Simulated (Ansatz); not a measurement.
Reaction (formal exchange of groups at a B–Al bond): `C[O][AlH][BH]S` + `CCBr` → `CC(Br)BS` + `C[O][AlH2]`

Gas-phase electronic energies from Ansatz, PBE0-D4/def2-TZVP geometries. CCSD(T)/CBS adds triple-zeta CCSD(T) − MP2 to the extrapolated MP2 energy (def2 sets, frozen cores). Functionals use def2-TZVPP. B3LYP here is the variant with VWN-RPA as its local correlation; programs differ in this. For Br outer-core shells are correlated without core-valence functions, which leaves a few kJ/mol of doubt a bond. Scalar relativity is left out up to krypton. One conformer a species, not always the lowest.

```tsv
level	ΔE (kJ/mol)	difference from CCSD(T)/CBS
PBE-D4	-19.8	5.3
PBE0-D4	-20.5	4.6
r2SCAN	-23.3	1.8
B3LYP	-18.1	7.0
SCS-MP2/def2-TZVPP	-30.6	-5.5
CCSD/def2-TZVPP	-24.1	1.0
CCSD(T)/def2-TZVPP	-25.7	-0.6
MP2/def2-QZVPP	-34.3	-9.2
HF/CBS(def2)	-19.3	5.8
CCSD/CBS(def2)	-23.5	1.6
CCSD(T)/CBS	-25.1	0
```

Largest T1 diagnostic among the species: 0.015.

The D4 term adds −6.9 kJ/mol with B3LYP and −3.5 kJ/mol with PBE0; it sums over pairs of atoms, weighted by their polarisabilities, and B3LYP, whose exchange is more repulsive, gets the larger term. In def2-TZVPP, CCSD(T) changes the Hartree–Fock value by −6.3 kJ/mol (the triples alone add −1.6 kJ/mol) and MP2 by −15.3 kJ/mol.
